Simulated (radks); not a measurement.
Effect of the nuclear size on the argon ion Ar2+, [Ne] 3s2 3p4. Method: Dirac Kohn-Sham, exchange-only LDA, spin-unpolarised, spherical densities, finite nucleus; open shells are shared between the two j in proportion to 2j + 1; Fermi nuclear charge, rms radius 3.4274 fm; computed with a radial shooting solver on a logarithmic mesh with Libxc functionals. The rms radius is varied about that value; shifts are against it.

rms radius (fm)  total energy shift (eV)  density at nucleus (e/bohr^3)  1s1/2 shift (meV)  2s1/2 shift (meV)
2.8859                          -0.00538                           4324              -2.27             -0.170
3.3006                          -0.00134                           4311             -0.565             -0.042
3.4274                                 0                           4308              0.000              0.000
3.7564                           0.00371                           4300               1.56              0.117
4.1883                           0.00908                           4290               3.83              0.286

Slopes of the eigenvalues against <r^2> in GHz/fm^2, as finite differences over the two radii next to the reference (eigenvalue slopes, not the field-shift constants of lines): 1s1/2 160, 2s1/2 12.0.
